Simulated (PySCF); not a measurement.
CH4BFO, SMILES COBF.

Geometry optimised at ωB97X-D3(BJ)/def2-SVP. A frequency run showed that this geometry is not a minimum. The values are those of a single conformer.

Calculation: B3LYP/def2-TZVPD run with PySCF.

Computed frontier levels, gap, dipole moment and polarisability:
| Item | Result |
|---|---|
| highest occupied level | -9.10 eV |
| lowest empty level | -0.09 eV |
| orbital gap | 9.01 eV |
| dipole moment | 1.37 D |
| quadrupole, principal values (traceless, Buckingham form, about the centre of nuclear charge) | -5.00, 1.91, 3.09 D·Å |
| mean static polarisability | 33.3 bohr³ (4.93 Å³) |
| polarisability, principal values | 27.9, 31.7, 40.3 bohr³ |
